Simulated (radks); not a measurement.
The technetium ion Tc+, configuration [Ar] 3d10 4s2 4p5 4d5 5s2 (not the ground configuration). Calculated with a radial shooting solver on a logarithmic mesh with Libxc functionals: scalar-relativistic Kohn-Sham, BLYP, spin-polarised, spherical densities, finite nucleus; open shells are filled with parallel spins first (spin-orbit coupling, left out, can overturn this in heavy ions); Fermi nuclear charge, rms radius 4.4112 fm.

Normalised radial functions P(r) = r R(r), r in bohr:

r	5s up
0.004231	0.0452
0.005644	0.0556
0.007527	0.0667
0.01004	0.0772
0.01328	0.0848
0.01772	0.0863
0.02363	0.0768
0.03152	0.0509
0.04204	0.0057
0.05562	-0.0534
0.07418	-0.1140
0.09894	-0.1440
0.132	-0.1074
0.176	0.0074
0.2329	0.1490
0.3106	0.2194
0.4143	0.1174
0.5525	-0.1281
0.737	-0.3299
0.9829	-0.2758
1.301	0.0512
1.735	0.4590
2.314	0.6764
3.086	0.6092
4.116	0.3725
5.445	0.1552
7.263	0.0381
9.687	0.0050

5s up: eigenvalue -13.185 eV, 4 radial nodes at r = 0.0433, 0.173, 0.481, 1.26 bohr, <r> = 2.84 bohr, 90 % of the charge inside 4.16 bohr.
